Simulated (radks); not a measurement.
Task: Numerical settings for neutral selenium, [Ar] 3d10 4s2 4p4. Method: scalar-relativistic Kohn-Sham, PBE, spin-unpolarised, spherical densities, finite nucleus; Fermi nuclear charge, rms radius 4.14 fm; computed with a radial shooting solver on a logarithmic mesh with Libxc functionals. The defaults (mesh step 0.008 in ln r, mesh end at 40 bohr or more with all orbitals vanishing there, Anderson mixing 0.5 over 9 steps, residual threshold near 1e-9 with the energy settled to 1e-9 hartree or 1e-11 of itself, here a cap of 55 iterations) give E = -2429.9459 hartree and 4p at -6.512 eV in 14 iterations. Run on one thread of a shared host, so times are rough (Arm Neoverse V2): 0.08 s of CPU time, 0.08 s wall, 14 iterations on 2381 mesh points. One setting is changed at a time: mesh step in ln r 0.003; mesh step in ln r 0.012; mesh step in ln r 0.03; mesh end (bohr) 400; mesh end (bohr) 5; residual threshold 0.01; residual threshold 1e-05; mixing 2.5; linear mixing, mixing 0.2; linear mixing, mixing 0.8; mixing history 2; iteration cap 3. Which runs fail to converge, and which converge to a wrong energy?

Result: Not converged within the cap: linear mixing, mixing 0.2; linear mixing, mixing 0.8; iteration cap 3. Settings that end as converged yet miss the energy by more than 1 mhartree: mesh end (bohr) 5 (+0.0691 hartree).
